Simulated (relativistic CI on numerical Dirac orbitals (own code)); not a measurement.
Calculated at this level of theory: Dirac-Coulomb-Breit CI, separate exchange-only KLI orbitals for each configuration, a model potential for QED, unscaled Slater integrals (own radial code, finite nucleus).

Configurations in the expansion (outside the closed core [Ne]): 3s2.3p6.3d7, 3s2.3p5.3d8, 3s2.3p4.3d9, 3s.3p6.3d8, 3p6.3d9, 3s.3p5.3d9, 3s2.3p6.3d6.4s, 3s2.3p6.3d6.4p, 3s2.3p6.3d6.4d, 3s2.3p6.3d6.4f, 3s2.3p4.3d8.4s, 3s2.3p5.3d7.4s, 3s2.3p6.3d5.4s2, 3s2.3p4.3d8.4p, 3s2.3p5.3d7.4p, 3s2.3p6.3d5.4s.4p, 3s2.3p6.3d6.5s, 3s2.3p4.3d8.4d, 3s.3p5.3d8.4s, 3s2.3p6.3d5.4p2, 3s2.3p6.3d6.5p, 3s2.3p6.3d5.4s.4d, 3s2.3p5.3d7.4d, 3s.3p5.3d8.4p, 3s.3p6.3d7.4s, 3s2.3p6.3d6.5d, 3s2.3p5.3d6.4s2, 3s2.3p6.3d6.5f, 3s2.3p6.3d6.5g, 3s.3p6.3d7.4p, 3s.3p5.3d8.4d, 3p6.3d8.4s, 3s2.3p6.3d6.6s, 3p6.3d8.4p, 3s2.3p6.3d6.6p, 3s2.3p6.3d6.6d. Levels of other configurations are missing.

At this charge energies of transitions that change n are usually good to better than 1 %, and those within a shell (Δn = 0) to a few per cent. Terms inside the open d or f shell come out 10 to 20 % too wide with unscaled integrals.

Outline of the computed level scheme of Pd XXII. Lowest level of each configuration: 3s2.3p6.3d7 4F_9/2 at 0.000 eV; 3s2.3p5.3d8 4G°_11/2 at 174.814 eV.

Some strong electric-dipole decays among the lowest 45 levels: 3s2.3p5.3d8 4D°_7/2 → 3s2.3p6.3d7 4F_9/2 (3.5e+11 s⁻¹); 3s2.3p5.3d8 4F°_3/2 → 3s2.3p6.3d7 4F_5/2 (3.2e+11 s⁻¹); 3s2.3p5.3d8 4F°_7/2 → 3s2.3p6.3d7 2G_9/2 (2.4e+11 s⁻¹); 3s2.3p5.3d8 2G°_9/2 → 3s2.3p6.3d7 4F_9/2 (2.2e+11 s⁻¹); 3s2.3p5.3d8 4D°_5/2 → 3s2.3p6.3d7 4F_5/2 (2.2e+11 s⁻¹); 3s2.3p5.3d8 4F°_5/2 → 3s2.3p6.3d7 4F_7/2 (2.2e+11 s⁻¹); 3s2.3p5.3d8 4S°_3/2 → 3s2.3p6.3d7 4P_5/2 (2.0e+11 s⁻¹); 3s2.3p5.3d8 4D°_5/2 → 3s2.3p6.3d7 4F_7/2 (1.9e+11 s⁻¹).

LS names give the leading component of a level, which can be under half, so a name can repeat, a term be missing and a line seem to break the LS rules.
